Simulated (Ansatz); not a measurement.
`O[C](=S)[GaH][F]` + HI → `[F][GaH][I]` + `OC=S` at 700 K and 1 bar (ligand exchange at a Ga–C bond).

Calculated with Ansatz (gas phase, PBE0-D4/def2-TZVP geometries, no zero-point term in ΔE). CBS: MP2 limit from def2 TZ/QZ plus the TZ coupled-cluster correction, frozen cores. This one scheme is used for every species. Elements past krypton have def2 core potentials. For Ga, I outer-core shells are correlated without core-valence functions, which leaves a few kJ/mol of doubt a bond. Scalar relativity is left out up to krypton. Each species was taken in one conformer, which may not be the lowest.

| species | CCSD(T)/CBS energy (Eh) | H − E (kJ/mol) | S (J/(mol·K)) |
| --- | --- | --- | --- |
| `O[C](=S)[GaH][F]` | -2535.95911 | 146.3 | 449.9 |
| HI | -298.03592 | 34.6 | 231.7 |
| `[F][GaH][I]` | -2321.86103 | 67.2 | 373.1 |
| `OC=S` | -512.17609 | 119.7 | 313.4 |

H − E and S are ideal-gas, rigid-rotor, harmonic terms from PBE0-D4/def2-TZVP, for one conformer and one mirror image of each species. 1 Eh = 2625.50 kJ/mol, R = 8.31446 J/(mol·K).

Problem. By hand: ΔE, ΔH, ΔS and ΔG.

Solution. ΔE = (-2321.86103) + (-512.17609) − (-2535.95911) − (-298.03592) = -0.04209 Eh = -110.5 kJ/mol. Δ(H − E) = 67.2 + 119.7 − 146.3 − 34.6 = 6.0, so ΔH = -104.5 kJ/mol. ΔS = 373.1 + 313.4 − 449.9 − 231.7 = 4.9 J/(mol·K). ΔG = -104.5 − 700 × (4.9)/1000 = -107.9 kJ/mol.

Problem. By hand: the equilibrium constant, and the temperature at which ΔG would vanish if ΔH and ΔS stayed fixed.

Solution. log₁₀ K = −ΔG/(RT ln 10) = 8.1. ΔH and −TΔS have one sign here, so there is no such temperature. One of them is within its doubt of zero, so this could turn.

The number of gas molecules stays the same, so ΔS is small and ΔH decides. A doubt of 5 kJ/mol in ΔE shifts log₁₀ K by 0.4 here. Other conformers and mirror images would add mixing entropy, several J/(mol·K) or more a flexible species. These are equilibria of isolated gas molecules and say nothing of rates. Largest T1 diagnostic: 0.018 (customary marks: 0.02 for closed shells, 0.045 for open ones).
